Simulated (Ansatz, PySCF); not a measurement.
Dimer: C2H4 (SMILES C=C) (first 6 atoms) with C2H6O (SMILES COC); geometry from B3LYP-D3(BJ)/def2-TZVP, rigid monomers moved along the line of their centres of mass till H5···O8 is 4.37 Å.
(charge 0, multiplicity 1):
```xyz
15

C      0.51837    -0.50382     0.28774
C     -0.39773     0.43656     0.46910
H      0.85996    -0.79039    -0.69980
H      0.96668    -1.02877     1.12301
H     -0.73507     0.71854     1.45918
H     -0.84211     0.95753    -0.37098
C      0.51497     0.84290     6.08588
O     -0.84339     0.56306     5.82601
C     -1.15485    -0.80428     5.98197
H      1.17503     0.29738     5.39958
H      0.78650     0.57868     7.11609
H      0.66106     1.91202     5.94121
H     -0.57407    -1.42901     5.29155
H     -2.21407    -0.92465     5.76101
H     -0.96030    -1.14306     7.00776
```

Monomers are frozen at their geometry in the pair; levels with a basis set take the counterpoise correction.

Correlated levels freeze the cores.

The values were computed with Ansatz (an electronic-structure program); PySCF for the dispersion terms. Values without a source in brackets are computed.

PBE/def2-TZVPPD gives -0.14 kcal/mol for the interaction energy.

### Question
Predict the shift from PBE, with its sign, for: PBE-D3(BJ)/def2-TZVPPD, r2SCAN/def2-TZVPPD, PBE0/def2-TZVPPD, wB97M-V/def2-TZVPPD, MP2/aug-cc-pVDZ, CCSD(T)/aug-cc-pVDZ.

### Answer
PBE-D3(BJ)/def2-TZVPPD -0.19; r2SCAN/def2-TZVPPD 0.02; PBE0/def2-TZVPPD 0.01; wB97M-V/def2-TZVPPD -0.15; MP2/aug-cc-pVDZ -0.14; CCSD(T)/aug-cc-pVDZ -0.13 kcal/mol. 2 of 6 lie above PBE; the widest gap is to PBE-D3(BJ)/def2-TZVPPD.
